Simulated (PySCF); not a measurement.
How methods differ on the ionisation energy of Ru

Ru [Kr] 4d7 5s1 [4d3/2^4 4d5/2^3 5s1/2^1, M_J = 5] → Ru⁺ [Kr] 4d7 [4d3/2^4 4d5/2^3, M_J = 9/2], as a difference of total energies. Calculation: PySCF 2.14, in x2c-SVPall-2c (6s8p6d1f, 67 functions); the two-component X2C-1e Hamiltonian. Correlated levels: [Ar] 3d10 frozen; the 6 highest virtual spinors dropped. "Screened" scales the spin-orbit matrix elements by Boettger's factors to mimic the two-electron term; Breit and QED terms are absent.

| method | ionisation energy (eV) | error (eV) |
| --- | --- | --- |
| GHF (spin-free) | 6.307 | -1.054 |
| GMP2 (spin-free) | 7.052 | -0.309 |
| GHF (screened spin-orbit) | 6.301 | -1.060 |
| GMP2 (screened spin-orbit) | 7.046 | -0.315 |

Reference: 7.361 eV (measured; NIST Atomic Spectra Database, ionization energies).

The spin-free rows relax to the high-spin LS determinant and lack the spin-orbit shift.

Errors of the correlated levels include the incompleteness of this basis and the frozen core.

The labels give the starting determinants; with spin-orbit coupling the two ends relaxed to ⟨J²⟩ = 30.01, ⟨L²⟩ = 12.09, ⟨S²⟩ = 5.98 and ⟨J²⟩ = 24.77, ⟨L²⟩ = 12.12, ⟨S²⟩ = 3.73.
